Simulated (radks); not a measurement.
Question: Re29+, 46 electrons, occupied as [Kr] 4d10. Method: Dirac Kohn-Sham, B86b exchange with PBE correlation, spin-unpolarised, spherical densities, point nucleus; computed with a radial shooting solver on a logarithmic mesh with Libxc functionals. Some entries of the table are withheld. Estimate them.

| orbital | occ. | eigenvalue (eV) | <r^2> (bohr^2) | <r> (bohr) |
|---|---|---|---|---|
| 1s1/2 | 2 | -72589.24 | 0.0004477 | 0.01803 |
| 2s1/2 | 2 | -13427.91 | 0.006821 | 0.07560 |
| 2p1/2 | 2 | -12888.76 | 0.004864 | 0.06249 |
| 2p3/2 | 4 | -11450.09 | 0.006064 | 0.07058 |
| 3s1/2 | 2 | -3904.653 | 0.04413 | (1) |
| 3p1/2 | 2 | -3666.160 | 0.04043 | 0.1863 |
| 3p3/2 | 4 | -3351.103 | 0.04678 | 0.2009 |
| 3d3/2 | 4 | -2952.720 | 0.03618 | 0.1757 |
| 3d5/2 | 6 | -2884.548 | 0.03790 | 0.1802 |
| 4s1/2 | 2 | -1542.609 | 0.1938 | 0.4149 |
| 4p1/2 | 2 | -1441.293 | 0.1947 | 0.4144 |
| 4p3/2 | 4 | -1353.412 | 0.2183 | 0.4392 |
| 4d3/2 | 4 | -1187.613 | 0.2163 | 0.4346 |
| 4d5/2 | 6 | -1169.583 | 0.2233 | 0.4418 |
| 4f5/2 | 0 | -967.7367 | (2) | 0.4190 |
| 4f7/2 | 0 | -963.0903 | (3) | 0.4220 |
| 5s1/2 | 0 | -805.3145 | 0.6388 | 0.7571 |
| 5p1/2 | 0 | -760.4979 | 0.6641 | (4) |
| 5p3/2 | 0 | -728.2717 | 0.7235 | (5) |
| 5d3/2 | 0 | -655.4558 | 0.7718 | 0.8277 |
| 5d5/2 | 0 | -648.7098 | 0.7889 | 0.8369 |

Answer: 
(1) 3s1/2 <r> (bohr): 0.1962
(2) 4f5/2 <r^2> (bohr^2): 0.2007
(3) 4f7/2 <r^2> (bohr^2): 0.2035
(4) 5p1/2 <r> (bohr): 0.7705
(5) 5p3/2 <r> (bohr): 0.8044
